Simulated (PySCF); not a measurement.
Ge(H)3(OH) (GeH4O), SMILES [OH][GeH3]. Atoms are numbered in the order given.

```xyz
6

Ge    -0.0035     0.3411     0.0000
O      0.1136    -1.4381     0.0000
H     -0.7521     0.8181     1.2596
H      1.4518     0.8160     0.0000
H     -0.7521     0.8181    -1.2596
H     -0.7458    -1.8642     0.0000
```

Geometry: PBE0-D3(BJ)/def2-TZVP.

The numbers are results of HF/pcSseg-2 (PySCF), not measurements.

GIAO shieldings, no solvent; atoms alike by connectivity are averaged. δ = σ(ref) − σ: ⁷³Ge against GeH4 (σ = 1766.1 ppm); ¹⁷O against H2O (σ = 326.0 ppm); ¹H against TMS (σ = 31.98 ppm), references at their B3LYP-D3(BJ)/def2-TZVP geometries, non-relativistic.

```json
[
 {"atoms": "Ge1", "nucleus": "⁷³Ge", "count": "1", "δ (ppm)": "[?]"},
 {"atoms": "O2", "nucleus": "¹⁷O", "count": "1", "δ (ppm)": "-30.9"},
 {"atoms": "H3, H4, H5", "nucleus": "¹H", "count": "3", "δ (ppm)": "[?]"},
 {"atoms": "H6", "nucleus": "¹H", "count": "1", "δ (ppm)": "0.07"}
]
```

Task: Fill in the missing entries. (An estimate is asked for; the answer gives what the named calculation found.)

Result: 
- Ge1, δ (ppm): 181.6
- H3, H4, H5, δ (ppm): 4.87
